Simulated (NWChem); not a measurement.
System meant: GeNH3, singlet; SMILES [GeH][NH2]

The following NWChem deck was run.

```
start job
memory heap 200 mb stack 900 mb global 1100 mb
geometry units angstroms noautoz
  Ge    -0.024102     0.413023     0.000000
  H      1.575431     0.496873     0.000000
  N     -0.015558    -1.401232     0.000000
  H      0.805191    -1.997770     0.000000
  H     -0.876757    -1.937998     0.000000
end
basis spherical
  Ge library def2-svp
  H library def2-svp
  N library def2-svp
end
dft
  odft
  mult 2
  xc b3lyp
  iterations 150
  mulliken
end
task dft energy
```

End of the output:

```
 ==============================================================================
                                 internuclear angles
 ------------------------------------------------------------------------------
        center 1       |       center 2       |       center 3       |  degrees
 ------------------------------------------------------------------------------
    2 H                |   1 Ge               |   3 N                |    92.73
    1 Ge               |   3 N                |   4 H                |   126.28
    1 Ge               |   3 N                |   5 H                |   121.66
    4 H                |   3 N                |   5 H                |   112.06
 ------------------------------------------------------------------------------
                            number of included internuclear angles:          4
 ==============================================================================

 Summary of "ao basis" -> "" (spherical)
 ------------------------------------------------------------------------------
       Tag                 Description            Shells   Functions and Types
 ---------------- ------------------------------  ------  ---------------------
 Ge                         def2-svp                12       32   5s4p3d
 H                          def2-svp                 3        5   2s1p
 N                          def2-svp                 6       14   3s2p1d

                                 NWChem DFT Module
                                 -----------------

 Summary of "ao basis" -> "ao basis" (spherical)
 ------------------------------------------------------------------------------
       Tag                 Description            Shells   Functions and Types
 ---------------- ------------------------------  ------  ---------------------
 Ge                         def2-svp                12       32   5s4p3d
 H                          def2-svp                 3        5   2s1p
 N                          def2-svp                 6       14   3s2p1d

      Symmetry analysis of basis
      --------------------------

        a'         44
        a"         17

  number of electrons :                   42
  multiplicity        :                    2
 ------------------------------------------------------------------------
  no. of electrons and multiplicity not compatible                  42
 ------------------------------------------------------------------------
 ------------------------------------------------------------------------
  current input line :
    22: task dft energy
 ------------------------------------------------------------------------
 ------------------------------------------------------------------------
 There is an error in the input file
 ------------------------------------------------------------------------
 For more information see the NWChem manual at https://nwchemgit.github.io

0: no. of electrons and multiplicity not compatible:Received an Error in Communication
```

Task: Can this run be used? If not, why, and what is the fix?

Result: The program refused the input. Cause: the multiplicity doesn't fit the number of electrons (an even count wants an odd multiplicity, and the reverse). This input runs:
```
start job
memory heap 200 mb stack 900 mb global 1100 mb
geometry units angstroms noautoz
  Ge    -0.024102     0.413023     0.000000
  H      1.575431     0.496873     0.000000
  N     -0.015558    -1.401232     0.000000
  H      0.805191    -1.997770     0.000000
  H     -0.876757    -1.937998     0.000000
end
basis spherical
  * library def2-svp
end
dft
  xc b3lyp
  iterations 150
  mulliken
end
task dft energy
```
It converges to -2133.29436 Ha (B3LYP/def2-SVP).
